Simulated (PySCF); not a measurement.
**Working out the ionisation energy of As⁺**

As⁺ [Ar] 3d10 4s2 4p2 (3P) → As²⁺ [Ar] 3d10 4s2 4p1 (2P). Computed with PySCF 2.14 in aug-cc-pVQZ-DK (8s7p5d3f2g, 93 functions), with scalar relativity by spin-free X2C-1e. Frozen: [Ar] 3d10. Energies in hartree (1 hartree = 27.21139 eV):

```tsv
part	As⁺ (lower)	As²⁺ (upper)
UHF	-2258.674156	-2258.013430
MP2 opposite-spin	-0.048205	-0.039866
MP2 same-spin	-0.009359	-0.002733
```

Task: What does Hartree-Fock give?

Result: (-2258.013430) − (-2258.674156) = 0.660726 hartree = 17.979 eV.

Task: What do MP2 and SCS-MP2 (6/5 opposite-spin, 1/3 same-spin) give?

Result: The opposite-spin parts differ by 0.227 eV and the same-spin parts by 0.180 eV. MP2: 17.979 + (0.227) + (0.180) = 18.386 eV. SCS-MP2: 17.979 + 1.2 × (0.227) + (0.180)/3 = 18.311 eV.

A first-order spin-orbit estimate adds -0.034 eV to MP2 (valence), giving 18.352 eV against 18.589 eV (measured; NIST Atomic Spectra Database, ionization energies).

What remains against the reference includes basis incompleteness, the frozen core and correlation beyond second order.
